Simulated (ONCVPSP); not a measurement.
**An all-electron radial function and its pseudo partner (vanadium)**

Columns: radius, all-electron u(r) and pseudo u(r) of the 3p shell (level -45.37 eV) of vanadium in the configuration [Ne] 3s2 3p6 3d3 4s1 4p1; LDA (Perdew-Zunger), scalar-relativistic, ONCV scheme, ONCVPSP 4.0.1.

| r (bohr) | all-electron | pseudo |
| --- | --- | --- |
| 0.090 | -0.3975 | 0.0301 |
| 0.180 | -0.5453 | 0.1164 |
| 0.270 | -0.3202 | 0.2480 |
| 0.360 | 0.0512 | 0.4089 |
| 0.450 | 0.4155 | 0.5801 |
| 0.540 | 0.7051 | 0.7431 |
| 0.630 | 0.9033 | 0.8817 |
| 0.720 | 1.0169 | 0.9841 |
| 0.810 | 1.0625 | 1.0445 |
| 0.900 | 1.0580 | 1.0619 |
| 0.990 | 1.0192 | 1.0407 |
| 1.080 | 0.9587 | 0.9887 |
| 1.170 | 0.8859 | 0.9154 |
| 1.260 | 0.8077 | 0.8309 |
| 1.350 | 0.7287 | 0.7435 |
| 1.440 | 0.6519 | 0.6594 |
| 1.530 | 0.5793 | 0.5821 |
| 1.620 | 0.5119 | 0.5125 |
| 1.710 | 0.4503 | 0.4503 |
| 1.800 | 0.3946 | 0.3946 |
| 1.890 | 0.3447 | 0.3447 |
| 1.980 | 0.3003 | 0.3002 |
| 2.070 | 0.2610 | 0.2610 |
| 2.160 | 0.2264 | 0.2264 |
| 2.250 | 0.1960 | 0.1960 |
| 2.340 | 0.1695 | 0.1695 |

**Question.** How many radial nodes do the two functions have?

**Answer.** The all-electron 3p function has n − l − 1 = 1; the pseudo-wave has 0, since the states of the same l below it are removed with the core.

**Question.** At about which radius was the pseudo-wave matched?

**Answer.** 1.80 bohr, where the columns begin to agree (steps of 0.09 bohr).

**Question.** Is the pseudo-wave norm-conserving?

**Answer.** Yes: the ONCV scheme keeps the norm inside the radius equal to the all-electron one, which fixes the energy derivative of the logarithmic derivative at the level.
